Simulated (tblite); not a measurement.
Compound: C₇H₁₁AlO.
Numbering: `[CH3:1][c:2]1[cH:3][cH:4][c:5]([Al:6]([CH3:7])[CH3:8])[o:9]1` (hydrogens: H10, H11, H12 on C1; H13 on C3; H14 on C4; H15, H16, H17 on C7; H18, H19, H20 on C8)

Computed with GFN2-xTB (tblite), gas phase: L-BFGS steps from a force-field or distance-geometry start until the largest atomic force falls under 0.01 eV/Å.

Step 42: E = -698.9050 eV
```
atom  x, y, z in Å  |  force x, y, z in eV/Å
C1      3.4800    0.8567   -0.5338   -0.049  -0.021   0.011
C2      2.2597    0.0274   -0.3279   -0.009  -0.021  -0.012
C3      2.1197   -1.3280   -0.2213    0.035  -0.014   0.020
C4      0.7440   -1.5688   -0.0430    0.029  -0.027  -0.011
C5      0.1084   -0.3458   -0.0524    0.010  -0.004   0.001
Al6    -1.7929    0.1610    0.0986   -0.025   0.007  -0.039
C7     -2.3062    2.0798    0.1858   -0.020   0.001  -0.009
C8     -3.0371   -1.3892    0.0414   -0.014  -0.008  -0.026
O9      1.0608    0.6233   -0.2322    0.005  -0.010   0.025
H10     3.2933    1.8761   -0.2032    0.021  -0.019  -0.026
H11     3.7556    0.8721   -1.5902    0.007   0.038   0.052
H12     4.3070    0.4331    0.0335    0.004   0.056  -0.042
H13     2.9061   -2.0544   -0.2607    0.031  -0.019  -0.001
H14     0.2756   -2.5265    0.0807   -0.023   0.008   0.002
H15    -1.6484    2.7323   -0.3973    0.060  -0.025  -0.004
H16    -3.3183    2.2190   -0.2115   -0.039   0.013   0.018
H17    -2.3139    2.4841    1.2037   -0.002  -0.003   0.016
H18    -2.5194   -2.3513    0.1031    0.054   0.012   0.037
H19    -3.8008   -1.3887    0.8238   -0.012   0.028   0.014
H20    -3.5784   -1.4016   -0.9099   -0.066   0.007  -0.026
```

Step 43: E = -698.9063 eV
```
atom  x, y, z in Å  |  force x, y, z in eV/Å
C1      3.4767    0.8609   -0.5339   -0.077  -0.042   0.018
C2      2.2583    0.0269   -0.3241   -0.010  -0.020  -0.012
C3      2.1200   -1.3297   -0.2220    0.047   0.017   0.008
C4      0.7447   -1.5721   -0.0405    0.058  -0.062  -0.001
C5      0.1069   -0.3514   -0.0411    0.033   0.040  -0.021
Al6    -1.7931    0.1614    0.0960   -0.060  -0.020  -0.027
C7     -2.3024    2.0814    0.1811   -0.015  -0.019  -0.003
C8     -3.0398   -1.3895    0.0390   -0.010   0.002  -0.028
O9      1.0578    0.6197   -0.2220    0.018   0.003   0.031
H10     3.2914    1.8805   -0.2024    0.003  -0.033  -0.033
H11     3.7474    0.8758   -1.5918    0.011   0.039   0.063
H12     4.3068    0.4404    0.0313    0.003   0.045  -0.049
H13     2.9056   -2.0570   -0.2698    0.023  -0.002   0.005
H14     0.2803   -2.5309    0.0828   -0.039  -0.015   0.002
H15    -1.6396    2.7313   -0.3983    0.056  -0.012  -0.021
H16    -3.3147    2.2268   -0.2135   -0.027   0.016   0.013
H17    -2.3057    2.4809    1.2005   -0.007   0.004   0.029
H18    -2.5188   -2.3502    0.1045    0.043   0.024   0.022
H19    -3.8026   -1.3898    0.8223   -0.007   0.035   0.018
H20    -3.5843   -1.4047   -0.9110   -0.045  -0.001  -0.015
```

Question: Estimate the geometry and energy of step 44. (The exact step hangs on the optimiser's Hessian estimate; all steps are aligned on step 43, rigid shifts and turns removed.)

Answer: E = -698.9077 eV, largest force 0.089 eV/Å
```
atom  x, y, z in Å  |  force x, y, z in eV/Å
C1      3.4716    0.8653   -0.5339   -0.075  -0.044   0.020
C2      2.2567    0.0257   -0.3203   -0.019  -0.015  -0.001
C3      2.1215   -1.3322   -0.2230    0.034   0.041  -0.007
C4      0.7469   -1.5771   -0.0375    0.061  -0.056   0.012
C5      0.1057   -0.3581   -0.0275    0.062   0.042  -0.039
Al6    -1.7947    0.1609    0.0954   -0.078  -0.039  -0.017
C7     -2.2978    2.0838    0.1765    0.006  -0.008   0.012
C8     -3.0437   -1.3908    0.0363   -0.028   0.011  -0.026
O9      1.0546    0.6154   -0.2094    0.039   0.000   0.029
H10     3.2880    1.8851   -0.2021   -0.026  -0.036  -0.029
H11     3.7382    0.8822   -1.5924    0.011   0.032   0.052
H12     4.3068    0.4504    0.0275    0.002   0.022  -0.045
H13     2.9064   -2.0606   -0.2807    0.012   0.023   0.012
H14     0.2852   -2.5369    0.0850   -0.044  -0.031   0.002
H15    -1.6267    2.7288   -0.4009    0.018  -0.027  -0.009
H16    -3.3102    2.2368   -0.2165    0.003   0.019   0.011
H17    -2.2971    2.4819    1.1977   -0.009  -0.005   0.002
H18    -2.5181   -2.3498    0.1058    0.021   0.045   0.002
H19    -3.8069   -1.3926    0.8208    0.019   0.039  -0.001
H20    -3.5915   -1.4077   -0.9134   -0.008  -0.013   0.021
```

The energy changes by -0.0013 eV. The first-order estimate −F·Δx gives -0.0020 eV and the mean of the old and new forces, exact on a quadratic surface, -0.0013 eV. The step makes an angle of 78° with the force vector and moves no atom by more than 0.015 Å.

What follows is the cost of the whole relaxation. On one thread of an Intel Xeon at 2.50 GHz, shared host with 64 logical CPUs at a one-minute load of 55, this took 5.7 s wall, 4.8 s CPU.
